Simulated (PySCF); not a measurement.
## A small calculation by hand: oscillator strength and radiative lifetime

Se(SH)2 (H₂S₂Se), SMILES S[Se]S.

Geometry optimised at ωB97X-D3(BJ)/def2-TZVP. The values are those of a single conformer.

TDDFT-LC-ωPBE/def2-SVPD (PySCF) puts the first singlet state with f over 0.02 at 6.71 eV (vertical), with the transition dipole (-0.353, -0.133, 0.000) in atomic units.

Find the oscillator strength, the wavelength and the radiative lifetime that this transition would have in vacuum if emission retraced absorption.


|μ|² = 0.1423 au, so |μ| = 0.96 D. ΔE = 6.71/27.211 = 0.2466 hartree. f = (2/3) ΔE |μ|² = 0.023 (the program prints 0.023).
λ = 1239.84/6.71 = 185 nm; ν = 54120 cm⁻¹.
Einstein's coefficient A = 0.6670 ν² f s⁻¹ (ν in cm⁻¹) = 4.6e7 s⁻¹, so τ = 1/A = 22 ns. This state is S7; the lower singlets have f = 0.004, 0.002, 0.010, 0.012, 0.002, 0.017. The figure is the radiative limit of this one transition; relaxation, internal conversion, crossing to triplets and a medium change what is measured.
